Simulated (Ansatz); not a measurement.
The cluster AlCu2. Total charge 0; doublet. Geometry PBE-D4/def2-TZVP, basis def2-TZVP, Ansatz.

Cartesian coordinates in Å:
```
Al 0.6776 0.6050 1.1408
Cu -0.4166 -1.3176 0.0120
Cu -0.2610 0.7126 -1.1527
```

| run | HOMO (eV) | LUMO (eV) |
| --- | --- | --- |
| A | -4.60 | -3.43 |
| B | -4.94 | -2.76 |
| C | -5.33 | -1.96 |
| D | -4.32 | -3.62 |
| E | -4.38 | -3.74 |
| F | -4.82 | -3.06 |

The structure comes from a short search, and lower isomers may exist.

HOMO and LUMO are taken over both spins.

Question: The runs used BHLYP, PBE, PBE0, r2SCAN, r2SCANh, revPBE. Estimate which is which.

Answer: A r2SCAN (0 % exact exchange); B PBE0 (25 % exact exchange); C BHLYP (50 % exact exchange); D revPBE (0 % exact exchange); E PBE (0 % exact exchange); F r2SCANh (10 % exact exchange). Exact exchange lowers occupied and raises empty levels; among semilocal functionals meta-GGAs tend to open the gap a little, and such runs are hard to tell apart. The gap grows from 0.64 eV (PBE) to 3.37 eV (BHLYP).
